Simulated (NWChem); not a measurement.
Species: N-methylmethanimine (C2H5N); SMILES C=NC

Computed with NWChem. Geometry: optimised at PBE0/def2-SVP. Computed dipoles belong to the equilibrium geometry; the measured one is vibrationally averaged.

Measured dipole moment: 1.53 D (NIST CCCBDB, as tabulated in the package chemicals).

**Question.** Which of these levels lies farthest from the measured value, and how do the others fare: PBE/def2-SVP; PBE/aug-pcseg-1; PBE/pcseg-1; PBE/STO-3G; PBE/pcseg-2?

**Answer.** PBE/def2-SVP.
| level | dipole moment (D) | computed − measured |
|---|---|---|
| PBE/pcseg-1 | 1.38 | -0.15 |
| PBE/aug-pcseg-1 | 1.38 | -0.15 |
| PBE/pcseg-2 | 1.37 | -0.16 |
| PBE/STO-3G | 1.39 | -0.14 |
| PBE/def2-SVP | 1.26 | -0.27 |
